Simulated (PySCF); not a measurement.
Input file for PySCF: R-B3LYP/6-31G* on C3H8O2 (SMILES COCOC), a point of a torsion scan.

```python
from pyscf import gto, scf, dft, mp
from pyscf.data.elements import chemcore

mol = gto.M(
    atom='''
    C     2.11696428    0.39386783   -0.08384322
    O     1.33498127   -0.58835428    0.55739644
    C    -0.01673305   -0.29953041    0.67252939
    O    -0.74472661   -1.28928408   -0.00248364
    C    -2.12553062   -1.21897370    0.23714332
    H     2.10169838    1.33905053    0.47131950
    H     1.77953706    0.57269570   -1.11037135
    H     3.13157110    0.00167794   -0.10097564
    H    -0.29647950   -0.31205236    1.74620586
    H    -0.25905695    0.70106758    0.26532702
    H    -2.54361174   -0.26542233   -0.11081047
    H    -2.34945267   -1.33168208    1.30547107
    H    -2.57491700   -2.03822087   -0.31886098
    ''',
    basis='6-31g*',
    cart=True,
    charge=0, spin=0, verbose=3, max_memory=1800)
mf = dft.RKS(mol, xc='b3lyp')
mf.conv_tol = 1e-8
mf.max_cycle = 100
mf.kernel()
if not mf.converged:
    mf = mf.newton().run(mf.mo_coeff, mf.mo_occ)
```

Program output:

```
converged SCF energy = -269.54156847112
```

The calculation finished and met its thresholds.

Cost: very roughly 7 core-seconds.
